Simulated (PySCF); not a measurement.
System: sum formula AlO$_{2}$H$_{2}$ (charge 0, doublet). It need not be the lowest isomer of its formula. 
Geometry from a B3LYP-D3(BJ)/def2-TZVP (Ansatz) optimisation:
```
Al
O 1 1.7036
H 2 0.9597 1 126.28
O 1 1.7036 2 125.35 3 0.00
H 4 0.9597 1 126.28 2 0.00
```
Charge 0, spin multiplicity 2.

Dispersion corrections to the total energy (kcal/mol) from the dftd3 and dftd4 libraries through PySCF: D3(BJ) without and D4 with the three-body term, each with the damping fitted for the functional named.

```csv
functional,D3(BJ),D4
CAM-B3LYP,-1.15,-1.29
revPBE,-3.47,___
PW6B95,-0.78,-1.46
B2GP-PLYP,-1.22,___
BHLYP,-2.16,-1.98
BP86,___,-2.04
LC-wPBE,-1.37,-1.72
```

Q: Some entries are withheld; supply them.

A: 
- revPBE, D4: -4.57
- B2GP-PLYP, D4: -0.63
- BP86, D3(BJ): -2.39
